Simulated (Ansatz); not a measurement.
Gas-phase electronic energies from Ansatz, PBE0-D4/def2-TZVP geometries. CCSD(T)/CBS adds triple-zeta CCSD(T) − MP2 to the extrapolated MP2 energy (def2 sets, frozen cores). Functionals use def2-TZVPP. B3LYP here is the variant with VWN-RPA as its local correlation; programs differ in this. One conformer a species, not always the lowest.

Consider the formal exchange of groups at the Si–N bond: `C[Si](N)(S)Cl` + `O=CCC1CO1` → `C[Si](S)(Cl)C=O` + `NCC1CO1`.

`C[Si](N)(S)Cl`:

Z-matrix (Å, degrees):
```
C
Si 1 1.852
H 1 1.092 2 110.5
H 1 1.093 2 110.6 3 -120.3
H 1 1.091 2 110.2 3 120.2
N 2 1.702 1 109.1 3 60.9
S 2 2.130 1 115.2 3 -61.2
Cl 2 2.073 1 107.3 3 -174.4
H 6 1.008 2 119.7 1 -173.7
H 6 1.008 2 120.0 1 41.5
H 7 1.345 2 93.2 1 69.2
```

`O=CCC1CO1`:

```xyz
12

O     1.385   -0.620    1.715
C     1.499    0.330    0.990
C     0.438    0.815    0.048
C    -0.815   -0.003    0.071
C    -1.047   -1.072   -0.891
O    -1.696    0.184   -1.025
H     2.437    0.926    0.981
H     0.863    0.845   -0.963
H     0.226    1.863    0.301
H    -1.308   -0.079    1.038
H    -0.290   -1.286   -1.642
H    -1.692   -1.904   -0.623
```

`C[Si](S)(Cl)C=O`:

Cartesian coordinates in Å:
```
C 0.393 1.360 -0.559
Si 0.464 -0.310 0.229
S 0.831 -1.911 -1.131
Cl 1.968 -0.439 1.621
C -1.182 -0.680 1.144
O -2.186 -0.066 0.879
H -0.465 1.413 -1.234
H 1.305 1.559 -1.124
H 0.271 2.130 0.206
H -0.191 -1.556 -1.931
H -1.209 -1.500 1.900
```

`NCC1CO1`:

```xyz
12

N    -0.798   -1.650   -0.387
C    -0.827   -0.431    0.399
C     0.487    0.299    0.473
C     0.814    1.376   -0.456
O     0.449    1.654    0.887
H    -0.459   -1.465   -1.323
H    -0.176   -2.334    0.027
H    -1.578    0.249   -0.016
H    -1.161   -0.679    1.411
H     1.316   -0.272    0.896
H     1.852    1.583   -0.707
H     0.081    1.670   -1.204
```

CCSD(T)/CBS gives +148.1 kJ/mol.

**Question.** Another level gave +142.9 kJ/mol. Which?
A. B3LYP/def2-TZVPP
B. PBE-D4/def2-TZVPP
C. HF/def2-TZVPP
D. ωB97M-V/def2-TZVPP

**Answer.** A. B3LYP 142.9, ωB97M-V 149.5, HF/def2-TZVPP 156.3, PBE-D4 135.7 kJ/mol.

Largest T1 diagnostic among the species: 0.013.

In def2-TZVPP, CCSD(T) changes the Hartree–Fock value by −9.9 kJ/mol (the triples alone add −2.3 kJ/mol) and MP2 by −3.1 kJ/mol. From PBE to PBE0 (25 % exact exchange), in def2-TZVPP and without D4, ΔE moves by +9.1 kJ/mol.
